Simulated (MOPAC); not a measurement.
Input for MOPAC: PM7 on ClHSi (SMILES [SiH]Cl), a point of a bond scan (R = 2.094 Å).

```
PM7 1SCF PRECISE CHARGE=0 THREADS=1
ClHSi

Si     0.78708045 1    -0.22621477 1     0.74859549 1
H      1.83074512 1    -0.49356290 1    -0.33253173 1
Cl    -0.75587479 1     0.21532763 1    -0.59692971 1
```

Output:

```
*******************************************************************************
 **                                                                           **
 **                              MOPAC v23.2.5                                **
 **                                                                           **
 *******************************************************************************
 ** MOPAC's Digital Object Identifier: https://doi.org/10.5281/zenodo.6511958 **
 **                                                                           **
 ** Please cite the open-source release paper for use of this MOPAC version:  **
 ** J. E. Moussa and J. J. P. Stewart (2026)                                  **
 ** MOPAC: An open-source semiempirical molecular orbital program             **
 ** J. Open Source Softw., 11(119), 8025, https://doi.org/10.21105/joss.08025 **
 *******************************************************************************

                              PM7 CALCULATION RESULTS

 *******************************************************************************
 *  PM7        - The PM7 Hamiltonian to be used
 *
 *
 *
 *                 CHARGE ON SYSTEM = 0
 *
 *
 *
 *  PRECISE    - TIGHTER CRITERIA TO BE USED
 *  1SCF       - DO 1 SCF AND THEN STOP
 *  THREADS=1  - MULTI-THREADING NOT USED
 *  T=         - A TIME OF 172800.0 SECONDS REQUESTED
 *  DUMP=N     - RESTART FILE WRITTEN EVERY 7200.0 SECONDS REQUESTED
 *******************************************************************************
PM7 1SCF PRECISE CHARGE=0 THREADS=1
 ClHSi

   ATOM   CHEMICAL          X               Y               Z
  NUMBER   SYMBOL      (ANGSTROMS)     (ANGSTROMS)     (ANGSTROMS)

     1      Si          0.78708045  *  -0.22621477  *   0.74859549  *
     2       H          1.83074512  *  -0.49356290  *  -0.33253173  *
     3      Cl         -0.75587479  *   0.21532763  *  -0.59692971  *



          CARTESIAN COORDINATES

    NO.       ATOM           X           Y           Z

     1        Si          0.7871     -0.2262      0.7486
     2         H          1.8307     -0.4936     -0.3325
     3        Cl         -0.7559      0.2153     -0.5969

 General Reference for PM7:
 "Optimization of Parameters for Semiempirical Methods VI: More Modifications to the
 NDDO Approximations and Re-optimization of Parameters", J. J. P. Stewart, J. Mol. Mod., 1:32, 19 (2013)
 https://link.springer.com/article/10.1007/s00894-012-1667-x

           Empirical Formula: H Si Cl  =     3 atoms



      MOLECULAR POINT GROUP   :   Cs


      RHF CALCULATION, NO. OF DOUBLY OCCUPIED LEVELS = 6


 -------------------------------------------------------------------------------
 PM7 1SCF PRECISE CHARGE=0 THREADS=1
 ClHSi



     1SCF WAS SPECIFIED, SO BFGS WAS NOT USED
     SCF FIELD WAS ACHIEVED


                              PM7 CALCULATION
                                                       MOPAC v23.2.5 Linux




          FINAL HEAT OF FORMATION =         33.70080 KCAL/MOL =     141.00415 KJ/MOL


          COSMO AREA              =         95.81 SQUARE ANGSTROMS
          COSMO VOLUME            =         83.13 CUBIC ANGSTROMS

          IONIZATION POTENTIAL    =         10.049611 EV
          HOMO LUMO ENERGIES (EV) =        -10.050 -1.049
          NO. OF FILLED LEVELS    =          6
          MOLECULAR WEIGHT        =         64.5464         POINT GROUP:  Cs

          MOLECULAR DIMENSIONS (Angstroms)

            Atom       Atom       Distance
           Cl     3    H     2     2.69500
            H     2   Si     1     1.18173
           Cl     3   Si     1     0.00000


          SCF CALCULATIONS        =          1





   ATOM   CHEMICAL          X               Y               Z
  NUMBER   SYMBOL      (ANGSTROMS)     (ANGSTROMS)     (ANGSTROMS)

     1      Si          0.78708045  *  -0.22621477  *   0.74859549  *
     2       H          1.83074512  *  -0.49356290  *  -0.33253173  *
     3      Cl         -0.75587479  *   0.21532763  *  -0.59692971  *

                             CARTESIAN COORDINATES

   1   Si        0.787080450    -0.226214770     0.748595490
   2    H        1.830745120    -0.493562900    -0.332531730
   3   Cl       -0.755874790     0.215327630    -0.596929710


           Empirical Formula: H Si Cl  =     3 atoms



      MOLECULAR POINT GROUP   :   Cs


                  EIGENVALUES
 -26.25077 -16.94828 -12.88195 -11.98719 -11.98239 -10.04961  -1.04904   0.00430
   2.88810  23.12549  23.24842  23.32685  23.64323  24.09098  70.84884  71.01146
  71.17291  71.87275  71.88101


              NET ATOMIC CHARGES AND DIPOLE CONTRIBUTIONS

  ATOM NO.   TYPE          CHARGE      No. of ELECS.   s-Pop       p-Pop       d-Pop
    1         Si           0.380299        3.6197     1.44207     2.11650     0.06113
    2          H          -0.003874        1.0039     1.00387
    3         Cl          -0.376425        7.3764     1.98620     5.38851     0.00171
 DIPOLE           X         Y         Z       TOTAL
 POINT-CHG.     2.770    -0.793     2.453     3.784
 HYBRID        -0.351     0.135    -2.518     2.546
 SUM            2.419    -0.658    -0.065     2.508


          ATOMIC ORBITAL ELECTRON POPULATIONS

     Atom    s        px        py        pz      x^2-y^2     xz        z^2       yz        xy
    1 Si   1.44207   0.55651   0.08831   1.47168   0.00900   0.02635   0.01007   0.00736   0.00837
    2  H   1.00387
    3 Cl   1.98620   1.72835   1.91610   1.74405   0.00044   0.00079   0.00018   0.00010   0.00021

 **********************
 *                    *
 * JOB ENDED NORMALLY *
 *                    *
 **********************




 == MOPAC DONE ==
```

The run finished.

Cost: about 0.020 core-seconds (a rough figure).
